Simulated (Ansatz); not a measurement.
C2H10N2Zr, SMILES `[CH3][Zr]([CH3])([NH2])[NH2]`, 15 atoms. The species carries charge 0 and has multiplicity 1. Correlated methods include outer-core shells of Zr, which these sets cover unevenly. Zr takes the def2 core potential. All runs use 4 threads of an Arm Neoverse N1 on a shared host. Correlated methods freeze the cores.

Task: How many basis functions does each run have, and how long does it take in Ansatz? RHF-CCSD(T)/def2-SVP energy; RKS LC-ωPBE/def2-TZVPP energy; RKS SPW92 (LDA)/def2-TZVPP energy; RKS ωB97M-V/def2-QZVPP energy; RKS PBE0-D4/def2-QZVPP energy; RHF-MP2/def2-QZVPP energy; RKS PBE0-D4/def2-SVP energy; RKS PBE0-D4/def2-TZVP frequencies; RKS PBE0-D4/def2-TZVP relaxation (9 steps); RKS ωB97M-V/def2-SVP energy; RKS B3LYP-D4/def2-TZVPP energy and forces; RHF-MP2/def2-TZVPP energy. (Estimate.)

Result: Computed: Other jobs shared the machine, so times are rough.

```csv
level,job,functions,wall time,peak host memory (GiB)
RKS PBE0-D4/def2-SVP,energy,137,2.9 s,0.34
RKS SPW92 (LDA)/def2-TZVPP,energy,320,3.3 s,0.44
RKS LC-ωPBE/def2-TZVPP,energy,320,7.5 s,0.7
RHF-MP2/def2-TZVPP,energy,320,10 s,0.95
RKS B3LYP-D4/def2-TZVPP,energy and forces,320,14 s,1.1
RKS ωB97M-V/def2-SVP,energy,137,14 s,0.49
RKS PBE0-D4/def2-QZVPP,energy,609,21 s,2.4
RHF-CCSD(T)/def2-SVP,energy,137,48 s,1.2
RKS ωB97M-V/def2-QZVPP,energy,609,51 s,3
RHF-MP2/def2-QZVPP,energy,609,70 s,4.9
RKS PBE0-D4/def2-TZVP,relaxation (9 steps),224,71 s,0.65
RKS PBE0-D4/def2-TZVP,frequencies,224,7.8 min,0.8
```

B3LYP here is the variant with VWN-RPA as its local correlation; programs differ in this. LC-ωPBE has ω = 0.4 bohr⁻¹.
